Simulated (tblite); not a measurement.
A geometry optimisation, step by step.

Compound: C3H11BrSi2.
Numbering: `[CH3:1][Si@H:2]([Br:3])[CH2:4][CH2:5][SiH3:6]` (hydrogens: H7, H8, H9 on C1; H10 on Si2; H11, H12 on C4; H13, H14 on C5; H15, H16, H17 on Si6)

Computed with GFN2-xTB (tblite), gas phase: L-BFGS steps from a force-field or distance-geometry start until the largest atomic force falls under 0.01 eV/Å. 11 of its 180 geometries are shown.

Step 0: E = -533.2439 eV, largest atomic force 1.458 eV/Å
```
atom  x, y, z in Å  |  force x, y, z in eV/Å
C1     -2.660   -0.756    0.329   -0.933   0.705   0.601
Si2    -1.516    0.730    0.286   -0.040   0.044   0.595
Br3    -2.414    2.260   -1.040   -0.041   0.266  -0.036
C4      0.084    0.112   -0.456    0.452  -0.147  -0.833
C5      1.264    0.309    0.481   -0.030   1.263  -0.120
Si6     2.799   -0.338   -0.354    1.293  -0.627   0.247
H7     -3.648   -0.435   -0.065    0.536  -0.630   0.174
H8     -2.810   -0.999    1.405    0.065  -0.434  -0.986
H9     -2.225   -1.549   -0.272   -0.462  -0.202   0.369
H10    -1.325    1.276    1.647   -0.091   0.141  -0.404
H11     0.297    0.672   -1.395   -0.063  -0.456   0.406
H12     0.034   -0.968   -0.722   -0.150   0.665   0.070
H13     1.420    1.409    0.595   -0.241  -0.615   0.292
H14     1.076   -0.108    1.465   -0.027  -0.043   0.022
H15     3.390    0.664   -1.246   -0.108  -0.063   0.015
H16     2.459   -1.559   -1.084    0.014  -0.008  -0.088
H17     3.768   -0.708    0.716   -0.175   0.141  -0.325
```

Step 18: E = -533.5327 eV, largest atomic force 0.083 eV/Å
```
atom  x, y, z in Å  |  force x, y, z in eV/Å
C1     -2.750   -0.755    0.361    0.023   0.013  -0.010
Si2    -1.539    0.709    0.285   -0.035  -0.054   0.053
Br3    -2.422    2.326   -0.992   -0.013  -0.036  -0.035
C4      0.111    0.153   -0.481   -0.040   0.041   0.017
C5      1.310    0.342    0.450    0.017  -0.040  -0.037
Si6     2.904   -0.357   -0.335   -0.007  -0.014  -0.007
H7     -3.730   -0.494   -0.031    0.011   0.014   0.036
H8     -2.885   -1.103    1.382   -0.004   0.043  -0.019
H9     -2.377   -1.596   -0.220   -0.043   0.034   0.001
H10    -1.374    1.397    1.563   -0.003  -0.038   0.021
H11     0.290    0.691   -1.414    0.053  -0.009  -0.025
H12     0.040   -0.907   -0.740   -0.002   0.040  -0.039
H13     1.439    1.403    0.675   -0.030  -0.019   0.011
H14     1.100   -0.151    1.403    0.055  -0.001  -0.031
H15     3.459    0.627   -1.269   -0.034  -0.041   0.029
H16     2.545   -1.583   -1.058    0.028   0.024   0.007
H17     3.870   -0.690    0.710    0.024   0.043   0.028
```

Step 36: E = -533.5527 eV, largest atomic force 0.139 eV/Å
```
atom  x, y, z in Å  |  force x, y, z in eV/Å
C1     -2.798   -0.735    0.389    0.044   0.013  -0.024
Si2    -1.533    0.683    0.278   -0.023  -0.130   0.044
Br3    -2.444    2.244   -1.043   -0.012   0.059  -0.017
C4      0.123    0.171   -0.515   -0.005   0.001   0.040
C5      1.316    0.295    0.435    0.047  -0.044   0.014
Si6     2.944   -0.350   -0.327   -0.070   0.012  -0.048
H7     -3.780   -0.398    0.063    0.022  -0.033   0.027
H8     -2.900   -1.101    1.408    0.038   0.025  -0.045
H9     -2.518   -1.582   -0.236   -0.016   0.071   0.030
H10    -1.373    1.356    1.567    0.014   0.016  -0.057
H11     0.314    0.770   -1.407    0.022   0.033  -0.019
H12     0.059   -0.865   -0.855   -0.031  -0.032  -0.011
H13     1.448    1.338    0.728   -0.052   0.025   0.006
H14     1.101   -0.253    1.356    0.008  -0.016  -0.019
H15     3.445    0.612   -1.312   -0.036  -0.021   0.027
H16     2.677   -1.631   -0.988   -0.001   0.010   0.017
H17     3.912   -0.543    0.749    0.052   0.013   0.033
```

Step 54: E = -533.5753 eV, largest atomic force 0.084 eV/Å
```
atom  x, y, z in Å  |  force x, y, z in eV/Å
C1     -2.804   -0.695    0.417    0.050   0.022   0.003
Si2    -1.516    0.684    0.201   -0.043   0.017   0.026
Br3    -2.436    2.245   -1.123    0.010  -0.026  -0.011
C4      0.141    0.156   -0.574   -0.053   0.042   0.026
C5      1.269    0.160    0.460   -0.012  -0.011   0.003
Si6     2.953   -0.322   -0.287   -0.042   0.004  -0.027
H7     -3.815   -0.307    0.318    0.028   0.017   0.007
H8     -2.722   -1.140    1.405    0.016  -0.034  -0.048
H9     -2.684   -1.485   -0.320    0.008   0.004   0.011
H10    -1.299    1.398    1.459   -0.025   0.023  -0.018
H11     0.407    0.834   -1.387    0.000   0.063  -0.020
H12     0.057   -0.832   -1.031    0.016  -0.048   0.067
H13     1.347    1.156    0.901   -0.018   0.021  -0.006
H14     1.010   -0.511    1.282    0.024  -0.037  -0.012
H15     3.253    0.595   -1.387   -0.001  -0.003  -0.017
H16     2.848   -1.693   -0.786    0.016  -0.050  -0.034
H17     3.986   -0.232    0.740    0.026  -0.004   0.053
```

Step 72: E = -533.5904 eV, largest atomic force 0.108 eV/Å
```
atom  x, y, z in Å  |  force x, y, z in eV/Å
C1     -2.761   -0.668    0.428    0.001  -0.047  -0.010
Si2    -1.524    0.749    0.192   -0.067  -0.007  -0.012
Br3    -2.455    2.192   -1.252    0.003  -0.022   0.001
C4      0.128    0.177   -0.556   -0.001   0.006   0.033
C5      1.245    0.079    0.484    0.030   0.001   0.027
Si6     2.942   -0.326   -0.284    0.010   0.016  -0.048
H7     -3.779   -0.293    0.523    0.097  -0.038   0.027
H8     -2.527   -1.244    1.321   -0.042   0.031  -0.047
H9     -2.742   -1.353   -0.419   -0.023   0.054   0.048
H10    -1.362    1.549    1.405    0.014  -0.011  -0.025
H11     0.432    0.872   -1.341    0.019   0.009   0.005
H12     0.006   -0.795   -1.038   -0.006  -0.006  -0.021
H13     1.316    1.028    1.022    0.001   0.009   0.005
H14     0.988   -0.676    1.233   -0.026   0.041  -0.038
H15     3.154    0.547   -1.444   -0.007  -0.031   0.056
H16     2.961   -1.728   -0.711   -0.024   0.004  -0.012
H17     3.972   -0.098    0.727    0.020  -0.009   0.010
```

Step 90: E = -533.6061 eV, largest atomic force 0.056 eV/Å
```
atom  x, y, z in Å  |  force x, y, z in eV/Å
C1     -2.720   -0.697    0.440   -0.004   0.007  -0.002
Si2    -1.537    0.756    0.165   -0.011   0.007  -0.037
Br3    -2.536    2.047   -1.373    0.009   0.018  -0.007
C4      0.151    0.237   -0.538   -0.005   0.008  -0.049
C5      1.250    0.132    0.520    0.011  -0.029  -0.034
Si6     2.917   -0.362   -0.264    0.024  -0.034  -0.014
H7     -3.708   -0.337    0.722    0.039  -0.035   0.021
H8     -2.366   -1.360    1.223   -0.014  -0.003   0.011
H9     -2.838   -1.286   -0.468    0.013   0.019   0.026
H10    -1.418    1.631    1.329   -0.003  -0.012  -0.001
H11     0.469    0.953   -1.298   -0.021   0.039  -0.021
H12     0.057   -0.723   -1.052   -0.009  -0.004   0.004
H13     1.350    1.090    1.033   -0.012  -0.016   0.021
H14     0.954   -0.600    1.274    0.022   0.015   0.043
H15     3.196    0.560   -1.367    0.008  -0.005   0.027
H16     2.786   -1.726   -0.791    0.009   0.029   0.018
H17     3.986   -0.303    0.734   -0.056  -0.004  -0.006
```

Step 107: E = -533.6156 eV, largest atomic force 0.051 eV/Å
```
atom  x, y, z in Å  |  force x, y, z in eV/Å
C1     -2.657   -0.722    0.480    0.011   0.007   0.018
Si2    -1.557    0.776    0.113   -0.001  -0.010  -0.011
Br3    -2.568    1.992   -1.479   -0.028  -0.029   0.031
C4      0.148    0.303   -0.578   -0.003   0.003  -0.010
C5      1.222    0.151    0.500   -0.015  -0.014  -0.001
Si6     2.886   -0.407   -0.236    0.010   0.004  -0.013
H7     -3.585   -0.417    0.958    0.025  -0.001  -0.010
H8     -2.157   -1.423    1.145   -0.020   0.026  -0.021
H9     -2.922   -1.257   -0.430    0.025   0.009   0.003
H10    -1.473    1.687    1.251    0.007   0.023   0.006
H11     0.477    1.060   -1.294    0.005  -0.015  -0.010
H12     0.070   -0.634   -1.136   -0.008   0.018  -0.016
H13     1.350    1.101    1.022   -0.032   0.012   0.014
H14     0.890   -0.568    1.251   -0.022  -0.016   0.022
H15     3.277    0.558   -1.263    0.021   0.010  -0.024
H16     2.702   -1.729   -0.837    0.011  -0.010  -0.002
H17     3.890   -0.460    0.824    0.014  -0.015   0.025
```

Step 125: E = -533.6237 eV, largest atomic force 0.024 eV/Å
```
atom  x, y, z in Å  |  force x, y, z in eV/Å
C1     -2.580   -0.717    0.523    0.003   0.000   0.002
Si2    -1.558    0.811    0.068   -0.002  -0.009  -0.001
Br3    -2.706    1.916   -1.507    0.006  -0.002  -0.005
C4      0.142    0.354   -0.642   -0.001   0.000   0.006
C5      1.170    0.123    0.467    0.000  -0.010   0.006
Si6     2.869   -0.431   -0.195   -0.002  -0.015  -0.019
H7     -3.450   -0.445    1.117    0.012  -0.008  -0.019
H8     -1.995   -1.429    1.097   -0.006   0.010   0.015
H9     -2.939   -1.226   -0.369    0.001  -0.002   0.012
H10    -1.453    1.769    1.166   -0.006   0.010  -0.006
H11     0.503    1.143   -1.307    0.003   0.002   0.003
H12     0.062   -0.548   -1.254   -0.004   0.008  -0.006
H13     1.280    1.043    1.046    0.008  -0.002   0.007
H14     0.792   -0.629    1.162   -0.009  -0.005   0.008
H15     3.338    0.547   -1.177    0.000   0.005   0.001
H16     2.714   -1.742   -0.831   -0.004   0.012  -0.008
H17     3.804   -0.528    0.926    0.000   0.005   0.006
```

Step 143: E = -533.6326 eV, largest atomic force 0.100 eV/Å
```
atom  x, y, z in Å  |  force x, y, z in eV/Å
C1     -2.501   -0.705    0.598    0.026   0.069  -0.025
Si2    -1.572    0.840    0.017   -0.008   0.031   0.025
Br3    -2.777    1.763   -1.638    0.052  -0.039   0.056
C4      0.154    0.430   -0.657    0.006  -0.008   0.008
C5      1.131    0.074    0.465   -0.040   0.016   0.014
Si6     2.827   -0.470   -0.206    0.073  -0.062   0.029
H7     -3.441   -0.444    1.074   -0.029   0.027   0.038
H8     -1.911   -1.270    1.313    0.002  -0.015   0.026
H9     -2.735   -1.360   -0.235    0.008  -0.064  -0.065
H10    -1.521    1.874    1.052   -0.014  -0.010  -0.052
H11     0.556    1.278   -1.217   -0.035  -0.029  -0.005
H12     0.098   -0.405   -1.362   -0.032   0.045   0.012
H13     1.250    0.938    1.125   -0.002  -0.031  -0.028
H14     0.709   -0.721    1.085   -0.004  -0.006  -0.028
H15     3.356    0.601   -1.048    0.028   0.027  -0.002
H16     2.665   -1.683   -1.018   -0.015   0.053   0.066
H17     3.706   -0.727    0.939   -0.016  -0.002  -0.069
```

Step 161: E = -533.6405 eV, largest atomic force 0.028 eV/Å
```
atom  x, y, z in Å  |  force x, y, z in eV/Å
C1     -2.466   -0.682    0.651   -0.003   0.001   0.007
Si2    -1.578    0.864    0.017    0.022   0.009   0.001
Br3    -2.791    1.660   -1.690   -0.002   0.005  -0.001
C4      0.150    0.469   -0.659    0.000  -0.006   0.013
C5      1.110    0.021    0.444   -0.003  -0.006   0.002
Si6     2.826   -0.476   -0.221   -0.009   0.012  -0.013
H7     -3.485   -0.453    0.952    0.006  -0.008   0.006
H8     -1.954   -1.108    1.510   -0.017   0.009  -0.020
H9     -2.517   -1.448   -0.120   -0.003  -0.007   0.013
H10    -1.571    1.949    0.996   -0.001  -0.001  -0.011
H11     0.565    1.341   -1.168    0.000   0.002   0.011
H12     0.075   -0.316   -1.417    0.014  -0.012  -0.004
H13     1.215    0.825    1.176   -0.002  -0.004  -0.006
H14     0.676   -0.825    0.981   -0.002   0.001   0.001
H15     3.394    0.652   -0.961   -0.004  -0.002   0.001
H16     2.660   -1.628   -1.111    0.001   0.008  -0.006
H17     3.684   -0.832    0.909    0.002  -0.002   0.006
```

Step 179: E = -533.6416 eV, largest atomic force 0.007 eV/Å
```
atom  x, y, z in Å  |  force x, y, z in eV/Å
C1     -2.460   -0.668    0.679    0.001   0.000   0.003
Si2    -1.579    0.866    0.004   -0.003   0.002  -0.004
Br3    -2.789    1.613   -1.727    0.003  -0.002   0.001
C4      0.155    0.476   -0.655    0.001   0.000   0.001
C5      1.101   -0.013    0.442   -0.003  -0.001  -0.001
Si6     2.823   -0.474   -0.232   -0.005   0.002  -0.003
H7     -3.502   -0.456    0.902    0.003   0.003   0.006
H8     -1.991   -1.018    1.594   -0.003   0.000   0.001
H9     -2.439   -1.485   -0.039   -0.001   0.000  -0.007
H10    -1.588    1.977    0.954    0.002   0.002   0.001
H11     0.581    1.365   -1.128    0.000  -0.004   0.003
H12     0.091   -0.281   -1.442   -0.001  -0.004   0.002
H13     1.195    0.761    1.207   -0.001  -0.002  -0.005
H14     0.662   -0.881    0.939    0.001   0.002  -0.002
H15     3.391    0.687   -0.918    0.000   0.005   0.005
H16     2.666   -1.581   -1.177    0.003   0.001  -0.001
H17     3.675   -0.878    0.887    0.002  -0.002   0.001
```

Problem. Summarise the path.

Solution. The energy falls by 0.3977 eV from step 0 to step 179; nine tenths of that is first reached at step 87. It rises by more than 0.2 meV at step 152. The largest force goes from 1.458 to 0.007 eV/Å. Among the bonds C5–Si6 changes most, from 1.863 to 1.906 Å; the atoms move by 0.694 Å rms after alignment.

The cost below is that of the whole relaxation. Time: 1.6 s. Hardware: one thread, Arm Neoverse V1 (aarch64), no GPU, on a shared host.
